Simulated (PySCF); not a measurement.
Arsenic: a sound run and one with changed settings

Sound run: As [Ar] 3d10 4s2 4p3, As⁺ [Ar] 3d10 4s2 4p2. All numbers are calculated (PySCF 2.14, scalar relativity by spin-free X2C-1e, in cc-pVTZ-DK). In the sound run the correlated levels freeze [Ar] 3d10. The sound run starts from symmetry-adapted Hartree-Fock orbitals and uses a fine grid where one is needed.

Changed run: a valence shell is frozen. This setting is unsound on purpose.

```json
{"species": "As", "method": "MP2", "sound run (hartree)": "-2259.08520", "changed run (hartree)": "-2259.02959", "converged": "yes"}
{"species": "As", "method": "CCSD(T)", "sound run (hartree)": "-2259.10205", "changed run (hartree)": "-2259.03444", "converged": "yes"}
{"species": "As⁺", "method": "MP2", "sound run (hartree)": "-2258.72193", "changed run (hartree)": "-2258.67364", "converged": "yes"}
{"species": "As⁺", "method": "CCSD(T)", "sound run (hartree)": "-2258.73883", "changed run (hartree)": "-2258.67557", "converged": "yes"}
```

Ionisation energy of As:

| method | sound run (eV) | changed run (eV) |
| --- | --- | --- |
| UHF | 9.413 | 9.413 |
| MP2 | 9.885 | 9.686 |
| SCS-MP2 | 9.740 | 9.504 |
| CCSD | 9.853 | 9.760 |
| CCSD(T) | 9.884 | 9.765 |

Freezing a valence shell removes pair correlation that changes on ionisation.

For comparison, NIST gives 9.789 eV between the lowest levels.
